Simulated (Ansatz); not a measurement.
CH$_{6}$Al$_{2}$O, relaxed with RKS PBE-D4/def2-SVP in the Gaussian-basis code of Ansatz from a rough embedded geometry. The force threshold is 0.03 eV/Å; the program also tests the step.

Total charge 0; spin multiplicity 1. The bonds changed during the relaxation, so this is another structure than the one it started from.

Start:

```xyz
10

Al    0.818   -1.389    1.471
C     0.297    0.088    0.349
O    -0.613   -0.399   -0.625
Al   -1.076    1.113   -1.701
H     2.329   -1.875    1.620
H    -0.300   -2.242    2.339
H    -0.166    0.877    1.014
H     1.244    0.521   -0.082
H    -2.319    1.927   -1.348
H    -0.215    1.380   -3.036
```

| step | energy (eV) | largest force (eV/Å) | largest move (Å) |
| --- | --- | --- | --- |
| 1 | -16356.7918 | 2.318 | 0.000 |
| 2 | -16357.0787 | 1.349 | 0.137 |
| 3 | -16357.1682 | 0.536 | 0.094 |
| 4 | -16357.1932 | 0.385 | 0.048 |
| 5 | -16357.2954 | 0.426 | 0.196 |
| 6 | -16357.4611 | 0.713 | 0.195 |
| 7 | -16357.6621 | 0.651 | 0.195 |
| 8 | -16357.7235 | 1.259 | 0.195 |
| 9 | -16357.8161 | 0.251 | 0.200 |
| 10 | -16357.8244 | 0.228 | 0.197 |
| 11 | -16357.8365 | 0.063 | 0.059 |
| 12 | -16357.8376 | 0.030 | 0.012 |

End:

```xyz
10

Al    0.572   -1.361    1.140
C     0.363    0.531    0.482
O    -0.303   -0.576   -0.345
Al   -0.817    0.764   -1.420
H     1.920   -2.107    0.732
H    -0.451   -1.838    2.265
H    -0.373    1.192    0.982
H     1.219    1.002   -0.044
H    -2.259    1.359   -1.126
H     0.130    1.034   -2.666
```

Run time 17 s (2 threads of an AMD EPYC 7B13 on a shared host); peak host memory 0.15 GiB.
